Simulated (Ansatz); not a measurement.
`F[Si](Cl)(Br)Br` + H–F → `F[Si](F)(Br)Br` + HCl  (ligand exchange at the Si–Cl bond)

Isolated molecules relaxed with PBE0-D4/def2-TZVP in Ansatz; ΔE leaves out vibrations. CCSD(T)/CBS adds triple-zeta CCSD(T) − MP2 to the extrapolated MP2 energy (def2 sets, frozen cores). This one scheme is used for every species. Functionals use def2-TZVPP. B3LYP here is the variant with VWN-RPA as its local correlation; programs differ in this. For Br outer-core shells are correlated without core-valence functions, which leaves a few kJ/mol of doubt a bond. Scalar relativity is left out up to krypton.

```json
{"level": "PBE-D4", "ΔE (kcal/mol)": "-9.7"}
{"level": "BLYP-D4", "ΔE (kcal/mol)": "-11.8"}
{"level": "B3LYP-D4", "ΔE (kcal/mol)": "-12.1"}
{"level": "ωB97X-V", "ΔE (kcal/mol)": "-12.3"}
{"level": "LC-ωPBE", "ΔE (kcal/mol)": "-12.3"}
{"level": "CCSD/def2-SVP", "ΔE (kcal/mol)": "-12.3"}
{"level": "SCS-MP2/def2-TZVPP", "ΔE (kcal/mol)": "-12.5"}
{"level": "MP2/def2-QZVPP", "ΔE (kcal/mol)": "-10.2"}
```

What does CCSD(T)/CBS give? (Estimate.)

Computed: -11.4 kcal/mol. The listed levels differ from it by 1.7, -0.4, -0.7, -0.9, -0.9, -0.9, -1.1, 1.2 kcal/mol.

Largest T1 diagnostic among the species: 0.009.

The D4 term adds +1.8 kcal/mol with B3LYP and +1.0 kcal/mol with PBE0; it sums over pairs of atoms, weighted by their polarisabilities, and B3LYP, whose exchange is more repulsive, gets the larger term. Leaving LDA and LC-ωPBE aside and taking each functional with its dispersion term where it has one, the values, not all of them listed here, spread over 4.9 kcal/mol, from CAM-B3LYP-D4 to revPBE-D4.
